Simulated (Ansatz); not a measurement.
Stepwise reaction of `O[SiH](S)S` with hydrogen fluoride, as a gas-phase model of exchange steps in deposition or etching. ΔE in kJ/mol; ΔG adds harmonic PBE0-D4 terms to CCSD(T)/CBS, at 1 bar.

Calculated with Ansatz (gas phase, PBE0-D4/def2-TZVP geometries, no zero-point term in ΔE). CCSD(T)/CBS is the MP2 limit (def2-TZVPP, def2-QZVPP) plus CCSD(T) − MP2 in def2-TZVPP, frozen cores. This one scheme is used for every species. DFT in def2-TZVPP. B3LYP here is the variant with VWN-RPA as its local correlation; programs differ in this. Each species was taken in one conformer, which may not be the lowest.

| step | reaction | PBE-D4 | B3LYP-D4 | ωB97M-V | CCSD(T)/CBS | ΔG(400 K) |
| --- | --- | --- | --- | --- | --- | --- |
| 1 | `O[SiH](S)S` + H–F → `O[SiH](F)S` + H₂S | -75.7 | -91.5 | -92.1 | -86.6 | -94.7 |

Problem. Give the row of step 2, `O[SiH](F)S` + H–F → `O[SiH](F)F` + H₂S. (An estimate is asked.)

Solution. Computed: 
| step | reaction | PBE-D4 | B3LYP-D4 | ωB97M-V | CCSD(T)/CBS | ΔG(400 K) |
| --- | --- | --- | --- | --- | --- | --- |
| 2 | `O[SiH](F)S` + H–F → `O[SiH](F)F` + H₂S | -81.6 | -98.0 | -97.5 | -95.0 | -102.8 |

Problem. By hand: ΔE of the 2 steps together at CCSD(T)/CBS.

Solution. (-86.6) + (-95.0) = -181.6 kJ/mol, or -90.8 kJ/mol a step.

In ΔE each step is lower than the one before. All are downhill at CCSD(T)/CBS. ΔG lies between -102.8 and -94.7 kJ/mol a step. PBE-D4 differs from CCSD(T)/CBS by 10.9 to 13.4 kJ/mol a step. Isolated molecules leave out the surface, adducts and barriers. Largest T1 diagnostic: 0.012.
